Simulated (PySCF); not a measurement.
**Löwdin shares of the frontier orbitals**

C5H4O2S.
Geometry (PBE0-D3(BJ)/def2-SVP, Å), atoms numbered from 1 in this order:
```
atom  x, y, z in Å
O1    -0.573    2.474    0.141
C2    -0.429    1.262    0.095
C3    -1.554    0.347    0.349
C4    -1.478   -0.996    0.326
S5    -0.065   -1.940   -0.003
C6     1.116   -0.683   -0.273
O7     2.305   -1.229   -0.550
C8     0.860    0.646   -0.211
H9    -2.509    0.828    0.573
H10   -2.351   -1.625    0.524
H11    2.948   -0.523   -0.698
H12    1.680    1.348   -0.397
```

Method used: PySCF, TDDFT CAM-B3LYP/def2-SVPD, vertical, gas phase, core orbitals frozen in the response.

Frontier orbitals with the atoms that hold most of them (Löwdin shares over 4%, at most four atoms; ? is withheld):

```json
{"orbital": "HOMO-3", "ε (eV)": "-11.48", "atoms": "S5 32%, C4 21%, O1 16%, C2 8%"}
{"orbital": "HOMO-2", "ε (eV)": "-9.32", "atoms": "O7 20%, C8 18%, C3 16%, C4 16%"}
{"orbital": "HOMO-1", "ε (eV)": "-8.77", "atoms": "O1 68%, C2 12%, C3 8%, C8 7%"}
{"orbital": "HOMO", "ε (eV)": "-8.23", "atoms": "?"}
{"orbital": "LUMO", "ε (eV)": "?", "atoms": "?"}
{"orbital": "LUMO+1", "ε (eV)": "0.22", "atoms": "C6 24%, C8 18%, C3 14%, C4 11%"}
{"orbital": "LUMO+2", "ε (eV)": "0.57", "atoms": "O7 32%, S5 25%, H11 20%, H12 7%"}
```

(1) Which atoms hold the LUMO, and with what shares?

(2) Give the leading atoms of the HOMO.

(3) What is the LUMO energy, and the HOMO–LUMO gap?

## Answers

(1) C4 (bonded to C, S and H) 21%; O1 (bonded to C) 18%; C2 (bonded to 2 C and O) 18%; S5 (bonded to 2 C) 14%. By element: carbon 39% or more, oxygen 18% or more, sulfur 14%.

(2) S5 (bonded to 2 C) 27%; O1 (bonded to C) 21%; C8 (bonded to 2 C and H) 16%; C3 (bonded to 2 C and H) 10%. By element: sulfur 27%, carbon 26% or more, oxygen 21% or more.

(3) ε(LUMO) = -0.49 eV; the gap is 7.74 eV (0.2844 hartree).

The HOMO–LUMO gap is 7.74 eV. Where does the response calculation put the lowest singlet, and from which orbitals?

S1 is at 4.15 eV (f = 0.0000), 3.59 eV below the gap, made of HOMO-1→LUMO (94%). Its leading pair isn't HOMO and LUMO; the energies of that pair differ by 8.27 eV. Without the coupling terms of the response equations the lowest excitation would equal the gap.

One configuration dominates each of S1, S4 and S5. Which, and how do the shares of the two leading atoms of either orbital change from the occupied to the empty one?

- S1 (4.15 eV, f 0.0000), HOMO-1→LUMO (94%): O1 68% → 18%, C2 12% → 18%, C4 at most 5% → 21%
- S4 (5.63 eV, f 0.0002), HOMO-1→LUMO+1 (96%): O1 68% → at most 12%, C2 12% → at most 12%, C6 at most 5% → 24%, C8 7% → 18%
- S5 (5.85 eV, f 0.117), HOMO-2→LUMO (79%): O7 20% → at most 14%, C8 18% → at most 14%, C4 16% → 21%, O1 at most 16% → 18%

Löwdin shares depend on the basis, the more so with diffuse functions.

One conformer stands for the species.
